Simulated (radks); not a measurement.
Results of a calculation; reference values are marked as such.
The mean radii <r> (bohr) of the occupied orbitals of an atom or ion are listed with their occupations. Code: a radial shooting solver on a logarithmic mesh with Libxc functionals. Model: Dirac Kohn-Sham, HCTH/407, spin-unpolarised, spherical densities, finite nucleus; Fermi nuclear charge, rms radius of each element as measured or else 0.836 A^(1/3) + 0.57 fm.

orbital  occ.      <r>
1s1/2       2  0.03609
2s1/2       2   0.1549
2p1/2       2   0.1319
2p3/2       4   0.1361
3s1/2       2   0.3791

Name the element and its charge. Open shells, if any, fill j = l - 1/2 first.

Answer. Z = 41, niobium, charge +29: Nb29+ in [Ne] 3s2. The 1s radius gives Z: for a bare nucleus <r> = (2 gamma + 1)/(2Z) with gamma = sqrt(1 - (Z/c)^2), 0.03547 bohr for Z = 41, and screening makes it slightly larger (0.03609 here). The occupations add up to 12, and the charge is Z minus that.
